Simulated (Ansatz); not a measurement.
C₆H₁₀O₂Sn (`CC1=CC(C)=[O+][Sn-]([CH3])[O]1`), charge 0, multiplicity 1.

(1) Give a relaxed structure at PBE0-D4/def2-TZVP (the Gaussian-basis code of Ansatz). (An estimate is asked.)

Answers

(1) The calculation gave: 
Z-matrix (Å, degrees):
```
C
C 1 1.498
H 1 1.093 2 108.9
H 1 1.093 2 109.0 3 116.4
H 1 1.089 2 112.6 3 -121.6
C 2 1.399 1 119.0 3 120.1
O 2 1.267 1 114.9 3 -59.0
C 6 1.399 2 126.2 1 -175.2
H 6 1.081 2 116.8 1 0.9
Sn 7 2.167 2 127.3 1 -170.3
C 8 1.498 6 119.0 2 175.2
O 8 1.267 6 126.1 2 -3.8
C 10 2.192 7 90.3 2 73.7
H 11 1.089 8 112.6 6 1.6
H 11 1.093 8 108.9 6 -120.0
H 11 1.093 8 109.0 6 123.6
H 13 1.094 10 110.2 7 78.4
H 13 1.094 10 110.2 7 -162.5
H 13 1.092 10 110.9 7 -42.1
```
Point group Cs.
This is one stationary point; other conformers may exist.
